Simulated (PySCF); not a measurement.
## Excitation energy of Ru by level of theory

Ru [Kr] 4d7 5s1 (5F) → Ru [Kr] 4d8 (3F), as a difference of total energies. Computed with PySCF 2.14 in aug-cc-pwCVDZ-PP with ECP28MDF, with a scalar-relativistic core potential. Correlated levels: valence and next inner shell: nothing frozen outside the core potential. The calculations carry no spin-orbit coupling.

```tsv
method	excitation energy (eV)
UHF	2.285
MP2 (valence and next inner shell)	1.291
SCS-MP2 (valence and next inner shell)	1.171
CCSD (valence and next inner shell)	1.615
CCSD(T) (valence and next inner shell)	1.492
```

How much does correlation contribute at CCSD(T) (valence and next inner shell)?

1.492 − (2.285) = -0.793 eV, measured against UHF.
